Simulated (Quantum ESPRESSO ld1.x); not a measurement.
Results of a calculation; reference values are marked as such.
Species: Sc V. Configuration: [Ne] 3s2 3p5. Code: ld1.x of Quantum ESPRESSO 7.5. Model: scalar-relativistic Kohn-Sham, LDA (Slater exchange, VWN5 correlation), spin-polarised, spherical densities, point nucleus; open shells are filled with parallel spins first.

X-ray form factor f0, the Fourier transform of the density (f0(0) = 17):

sin(theta)/lambda (1/angstrom),f0 (electrons)
0.05,16.812
0.1,16.270
0.15,15.443
0.2,14.422
0.25,13.310
0.3,12.197
0.4,10.220
0.5,8.745
0.6,7.728
0.8,6.454
1,5.479
1.25,4.330
1.5,3.344
2,2.092
